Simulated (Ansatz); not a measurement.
Program: Ansatz. Geometries: PBE0-D4/def2-TZVP. ΔE: electronic, gas phase. CCSD(T)/CBS adds triple-zeta CCSD(T) − MP2 to the extrapolated MP2 energy (def2 sets, frozen cores). This one scheme is used for every species. Functionals use def2-TZVPP. One conformer a species, not always the lowest.

`C=C[SiH](O)Cl` + silanol → `O[SiH2][SiH](O)Cl` + ethylene  (formal exchange of groups at the Si–C bond)

Q: Is it downhill or uphill in electronic energy at CCSD(T)/CBS, and by how much? (Best estimate.)

A: Ansatz gave: Uphill: ΔE = +0.23 eV.

Q: What do these levels give: PBE-D4, ωB97X-V, ωB97M-V, HF/def2-TZVPP, SCS-MP2/def2-TZVPP, CCSD(T)/def2-TZVPP? (Best estimate.)

A: Computed: PBE-D4 0.08, ωB97X-V 0.20, ωB97M-V 0.26, HF/def2-TZVPP 0.32, SCS-MP2/def2-TZVPP 0.32, CCSD(T)/def2-TZVPP 0.25 eV.

Largest T1 diagnostic among the species: 0.011.

From PBE to PBE0 (25 % exact exchange), in def2-TZVPP and without D4, ΔE moves by +0.05 eV.
